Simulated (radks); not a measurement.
Ru4+, configuration [Kr] 4d4.

Calculated with a radial shooting solver on a logarithmic mesh with Libxc functionals: Dirac Kohn-Sham, PW91, spin-unpolarised, spherical densities, finite nucleus; open shells fill j = l - 1/2 first; Fermi nuclear charge, rms radius 4.4809 fm.

Energy parts (Ry):
| part | energy |
|---|---|
| total | -9057.10629 |
| kinetic | 9425.34304 |
| electron-nucleus | -21757.26900 |
| Hartree | 3540.37777 |
| exchange-correlation | -265.55810 |

Orbitals (lengths in bohr, moments of r in powers of bohr; <r^-3> diverges for s and p1/2; r(90%) holds 90 % of the orbital's charge):
| orbital | occ. | eigenvalue (Ry) | <r^-3> | <r^2> | <r> | r(90%) | small-component weight |
|---|---|---|---|---|---|---|---|
| 1s1/2 | 2 | -1615.552 | - | 0.001510 | 0.03344 | 0.0599 | 2.58e-02 |
| 2s1/2 | 2 | -235.5677 | - | 0.02495 | 0.1453 | 0.225 | 5.34e-03 |
| 2p1/2 | 2 | -217.9868 | - | 0.01876 | 0.1236 | 0.202 | 5.35e-03 |
| 2p3/2 | 4 | -208.3601 | 2802 | 0.02011 | 0.1284 | 0.209 | 5.16e-03 |
| 3s1/2 | 2 | -44.64827 | - | 0.1855 | 0.4024 | 0.594 | 1.46e-03 |
| 3p1/2 | 2 | -37.82710 | - | 0.1821 | 0.3955 | 0.597 | 1.40e-03 |
| 3p3/2 | 4 | -36.19233 | 482.9 | 0.1918 | 0.4062 | 0.613 | 1.35e-03 |
| 3d3/2 | 4 | -24.11488 | 72.16 | 0.1747 | 0.3818 | 0.608 | 1.24e-03 |
| 3d5/2 | 6 | -23.79617 | 68.46 | 0.1777 | 0.3853 | 0.613 | 1.22e-03 |
| 4s1/2 | 2 | -9.33204 | - | 1.137 | 1.003 | 1.45 | 3.59e-04 |
| 4p1/2 | 2 | -7.26028 | - | 1.321 | 1.077 | 1.58 | 3.12e-04 |
| 4p3/2 | 4 | -6.99618 | 78.26 | 1.387 | 1.103 | 1.62 | 3.00e-04 |
| 4d3/2 | 4 | -3.83043 | 7.803 | 2.174 | 1.365 | 2.09 | 1.98e-04 |
| 4d5/2 | 0 | -3.79670 | 7.380 | 2.207 | 1.376 | 2.10 | 1.95e-04 |
| 5s1/2 | 0 | -2.90088 | - | 6.298 | 2.377 | 3.37 | 8.32e-05 |
| 5p1/2 | 0 | -2.36784 | - | 7.872 | 2.657 | 3.77 | 6.89e-05 |
| 5p3/2 | 0 | -2.32187 | 13.74 | 8.150 | 2.704 | 3.83 | 6.71e-05 |

The highest occupied level is 4d3/2 at -52.116 eV. Summed over all electrons, <r^2> = 22.60 bohr^2, which gives a Langevin (diamagnetic) susceptibility term of -17.9 x 10^-6 cm^3/mol. The electron density at the nucleus is 1.101e+05 e/bohr^3.
